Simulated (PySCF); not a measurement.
Frontier levels across methods

Compound: C2H4ClNSi.
Structure used (PBE0-D3(BJ)/def2-SVP), in Å, numbered top down from 1:
```xyz
9
C2H4ClNSi angstrom
N      1.684    1.978   -0.697
C      0.975    1.141   -0.321
Si    -0.181   -0.194    0.252
C     -1.916    0.538    0.315
Cl    -1.955    1.863    1.513
H     -0.109   -1.301   -0.743
H      0.261   -0.643    1.597
H     -2.217    0.944   -0.662
H     -2.654   -0.222    0.612
```

Basis pcSseg-2 throughout (PySCF), one geometry. One conformer (not necessarily the lowest) at the PBE0-D3(BJ)/def2-SVP geometry, without solvent, vibrations or thermal averaging.

**Question.** How do the orbital energies, the gap and the dipole change with the method?

**Answer.** 
```json
{"method": "BLYP", "kind": "GGA", "HOMO (eV)": "-7.18", "LUMO (eV)": "-1.79", "gap (eV)": "5.38", "μ (D)": "4.25", "SCF cycles": "15"}
{"method": "B97-D", "kind": "GGA", "HOMO (eV)": "-7.31", "LUMO (eV)": "-1.81", "gap (eV)": "5.50", "μ (D)": "4.25", "SCF cycles": "15"}
{"method": "OPBE", "kind": "GGA", "HOMO (eV)": "-7.31", "LUMO (eV)": "-1.80", "gap (eV)": "5.52", "μ (D)": "4.19", "SCF cycles": "16"}
{"method": "PBE", "kind": "GGA", "HOMO (eV)": "-7.31", "LUMO (eV)": "-1.93", "gap (eV)": "5.39", "μ (D)": "4.24", "SCF cycles": "16"}
{"method": "KT2", "kind": "GGA", "HOMO (eV)": "-7.41", "LUMO (eV)": "-1.98", "gap (eV)": "5.42", "μ (D)": "4.24", "SCF cycles": "15"}
{"method": "BP86", "kind": "GGA", "HOMO (eV)": "-7.41", "LUMO (eV)": "-1.98", "gap (eV)": "5.44", "μ (D)": "4.26", "SCF cycles": "15"}
{"method": "KT3", "kind": "GGA", "HOMO (eV)": "-7.43", "LUMO (eV)": "-1.94", "gap (eV)": "5.49", "μ (D)": "4.20", "SCF cycles": "16"}
{"method": "LDA", "kind": "LDA", "HOMO (eV)": "-7.44", "LUMO (eV)": "-2.14", "gap (eV)": "5.29", "μ (D)": "4.36", "SCF cycles": "15"}
{"method": "B97-2", "kind": "global hybrid", "HOMO (eV)": "-8.41", "LUMO (eV)": "-1.03", "gap (eV)": "7.38", "μ (D)": "4.34", "SCF cycles": "14"}
{"method": "B3LYP", "kind": "global hybrid", "HOMO (eV)": "-8.42", "LUMO (eV)": "-1.23", "gap (eV)": "7.18", "μ (D)": "4.36", "SCF cycles": "13"}
{"method": "PBE0", "kind": "global hybrid", "HOMO (eV)": "-8.66", "LUMO (eV)": "-1.01", "gap (eV)": "7.65", "μ (D)": "4.36", "SCF cycles": "14"}
{"method": "mPW1PW91", "kind": "global hybrid", "HOMO (eV)": "-8.68", "LUMO (eV)": "-1.02", "gap (eV)": "7.66", "μ (D)": "4.36", "SCF cycles": "14"}
{"method": "BHandHLYP", "kind": "global hybrid", "HOMO (eV)": "-9.89", "LUMO (eV)": "-0.11", "gap (eV)": "9.78", "μ (D)": "4.50", "SCF cycles": "13"}
{"method": "CAM-B3LYP", "kind": "range-separated hybrid", "HOMO (eV)": "-10.04", "LUMO (eV)": "0.00", "gap (eV)": "10.04", "μ (D)": "4.44", "SCF cycles": "14"}
{"method": "wB97X-D", "kind": "range-separated hybrid", "HOMO (eV)": "-10.53", "LUMO (eV)": "0.76", "gap (eV)": "11.29", "μ (D)": "4.39", "SCF cycles": "14"}
{"method": "LC-wPBE", "kind": "range-separated hybrid", "HOMO (eV)": "-11.43", "LUMO (eV)": "1.16", "gap (eV)": "12.59", "μ (D)": "4.44", "SCF cycles": "14"}
{"method": "HF", "kind": "Hartree–Fock", "HOMO (eV)": "-11.84", "LUMO (eV)": "1.92", "gap (eV)": "13.77", "μ (D)": "4.65", "SCF cycles": "11"}
```

The HOMO spans 4.67 eV, from BLYP down to HF, and the gap runs from 5.29 eV (LDA) to 13.77 eV (HF). Over the methods BLYP (0 %), B97-D (0 %), OPBE (0 %), PBE (0 %), KT2 (0 %), BP86 (0 %), KT3 (0 %), LDA (0 %), B97-2 (21 %), B3LYP (20 %), PBE0 (25 %), mPW1PW91 (25 %), BHandHLYP (50 %), HF (100 %), a straight line through the gap against the share of exact exchange rises by 0.84 eV for each 10 % (correlation coefficient 0.999). The dipole ranges from 4.19 D (OPBE) to 4.65 D (HF). This basis has no diffuse functions.
